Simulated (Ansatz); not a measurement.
Gas-phase electronic energies from Ansatz, PBE0-D4/def2-TZVP geometries. CBS: MP2 limit from def2 TZ/QZ plus the TZ coupled-cluster correction, frozen cores. This one scheme is used for every species. DFT in def2-TZVPP. For Mg outer-core shells are correlated without core-valence functions, which leaves a few kJ/mol of doubt a bond. One conformer a species, not always the lowest.

`[SiH3][O][Mg][Cl]` + HCl → `[Cl][Mg][Cl]` + silanol  (ligand exchange at a Mg–O bond)

```
             level  ΔE (kJ/mol)  difference from CCSD(T)/CBS
            PBE-D4        -47.6                         -8.5
            B97M-V        -47.6                         -8.5
        r2SCANh-D4        -48.3                         -9.2
          BHLYP-D4        -47.2                         -8.1
              PBE0        -51.8                        -12.7
         CAM-B3LYP        -44.4                         -5.3
      MP2/def2-SVP        -31.3                          7.8
SCS-MP2/def2-TZVPP        -38.0                          1.1
     HF/def2-QZVPP        -53.0                        -13.9
SCS-MP2/def2-QZVPP        -37.6                          1.5
       CCSD(T)/CBS        -39.1                            0
```

Largest T1 diagnostic among the species: 0.011.

At CCSD(T), def2-SVP lies +7.9 kJ/mol from the extrapolated value and def2-TZVPP −0.1 kJ/mol. In def2-TZVPP, CCSD(T) changes the Hartree–Fock value by +16.0 kJ/mol (the triples alone add +0.9 kJ/mol) and MP2 by +15.6 kJ/mol.
